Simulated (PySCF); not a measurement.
## Low-lying terms of Lu³⁺ (lutetium, charge +3)

Ground state [Xe] 4f14, ¹S. All numbers are calculated (PySCF 2.14, scalar relativity by spin-free X2C-1e, in x2c-TZVPall with one added diffuse shell each of s, p, d type (12s8p8d2f1g, 99 functions)). Vertical excitation energies in eV without spin-orbit coupling; excited terms of each kind are numbered among those the solver found. Frozen: [Xe].

```json
{"term": "1 3H°", "leading excitation": "4f → d", "EOM-EE-CCSD": "12.307"}
{"term": "1 1H°", "leading excitation": "4f → d", "EOM-EE-CCSD": "12.595"}
{"term": "1 3D°", "leading excitation": "4f → d", "EOM-EE-CCSD": "12.748"}
{"term": "1 1G°", "leading excitation": "4f → d", "EOM-EE-CCSD": "13.290"}
{"term": "1 3G°", "leading excitation": "4f → d", "EOM-EE-CCSD": "13.301"}
{"term": "1 3F°", "leading excitation": "4f → s", "EOM-EE-CCSD": "15.555"}
{"term": "1 1F°", "leading excitation": "4f → s", "EOM-EE-CCSD": "15.692"}
{"term": "1 3D", "leading excitation": "4f → p", "EOM-EE-CCSD": "21.753"}
{"term": "1 3G", "leading excitation": "4f → p", "EOM-EE-CCSD": "21.888"}
{"term": "1 1G", "leading excitation": "4f → p", "EOM-EE-CCSD": "21.995"}
{"term": "1 1D", "leading excitation": "4f → p", "EOM-EE-CCSD": "22.053"}
```

The solver can miss terms.
